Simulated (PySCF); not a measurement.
1,1-dichlorobuta-1,3-diene (C₄H₄Cl₂), SMILES C=CC=C(Cl)Cl. Heavy atoms are numbered as in [CH2:1]=[CH:2][CH:3]=[C:4]([Cl:5])[Cl:6]. Hydrogens are named by the atom that carries them.

Geometry: B3LYP-D3(BJ)/def2-SVP. The values are those of a single conformer.

All values below come from PySCF with ωB97X/def2-TZVP.

ESP charges are fitted to the potential on shells at 1.4 to 2.0 van der Waals radii. Atomic charges (e), one atom of each kind:

```csv
atom,ESP fit,meta-Löwdin,Löwdin,Mulliken
C1 (CH2),-0.54,-0.24,-0.18,-0.29
C2 (CH),-0.02,-0.10,-0.20,-0.08
C3 (CH),0.02,-0.12,-0.20,-0.18
C4,-0.16,0.00,-0.76,0.06
Cl5,0.01,-0.02,0.39,-0.03
H on C1,0.22,0.12,0.13,0.13
H on C2,0.13,0.12,0.15,0.14
H on C3,0.13,0.14,0.16,0.15
```

Computed Mayer and Wiberg (Löwdin basis) orders of the bonds:
```
bond    Mayer  Wiberg
------  -----  ------
C1–C2    1.85    2.11
C2–C3    1.05    1.30
C3–C4    1.83    1.98
C4–Cl5   1.20    1.70
C4–Cl6   1.14    1.71
```
